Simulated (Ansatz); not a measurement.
Geometry optimisation, RKS revPBE/6-31G* in Ansatz 0.2.0.

Input:

```yaml
crystal:
  periodic: [false, false, false]
  atoms:
    - { symbol: "N", position_ang: [0.7111, 1.0834, 1.3987] }
    - { symbol: B, position_ang: [0.2349, -0.1326, 0.6475] }
    - { symbol: O, position_ang: [0.5992, -1.3438, -0.0871] }
    - { symbol: Si, position_ang: [-0.5319, -0.761, -1.0445] }
    - { symbol: F, position_ang: [-1.9651, -1.7542, -0.8601] }
    - { symbol: H, position_ang: [0.39055, 0.91224, 2.45329] }
    - { symbol: H, position_ang: [1.77092, 1.03402, 1.46933] }
    - { symbol: H, position_ang: [-0.0288, -0.5317, -2.3975] }
basis:
  gaussian: { orbitals: "6-31G*" }
hamiltonian:
  xc: revpbe
relax:
  f_tol: 0.015
  max_steps: 40
```

Launched with:

```bash
$ ansatz run input.yaml --threads 1 --pin off --max-ram 2048MiB --backend cpu --events-out ev --progress --plain --runs-dir out
```

**Question.** Where does it end, and by what steps?

**Answer.** The forces met the threshold. After 12 steps the energy has fallen by 2.082 eV; H7 moved furthest, 0.77 Å.

| step | energy less start (eV) | largest force component (eV/Å) | accepted |
| --- | --- | --- | --- |
| 0 | 0.0000 | 6.064 | yes |
| 1 | -1.0854 | 3.549 | yes |
| 2 | -1.6703 | 1.029 | yes |
| 3 | -1.8984 | 0.695 | yes |
| 4 | -2.0361 | 0.714 | yes |
| 5 | -2.0445 | 0.347 | yes |
| 6 | -2.0680 | 0.387 | yes |
| 7 | -2.0672 | 0.481 | no |
| 8 | -2.0467 | 1.306 | no |
| 9 | -2.0792 | 0.136 | yes |
| 10 | -2.0815 | 0.117 | yes |
| 11 | -2.0823 | 0.025 | yes |
| 12 | -2.0823 | 0.010 | yes |

```xyz
8
Properties=species:S:1:pos:R:3
N 0.804 0.734 1.573
B 0.365 -0.004 0.468
O 0.924 -1.075 -0.241
Si -0.636 -0.735 -0.977
F -1.717 -1.949 -0.824
H 0.264 1.490 1.981
H 1.684 0.535 2.048
H -0.508 -0.490 -2.449
```

Whether the end is a true minimum wasn't checked by a vibrational analysis.

The run took 49 s on 1 CPU thread of a shared host.
